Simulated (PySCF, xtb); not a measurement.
GaH2Cl, SMILES [Cl][GaH2].

xtb with GFN2-xTB at its own geometry gives an orbital gap of 5.27 eV and a dipole moment of 0.74 D.

Coordinates come from a B3LYP-D3(BJ)/def2-TZVP optimisation.

Problem. What does PBE/def2-TZVPD (PySCF) give? (Estimate from the structure and the level; the computed values follow.)

Solution. gap 4.48 eV (levels -7.16 and -2.68 eV), dipole 1.96 D.
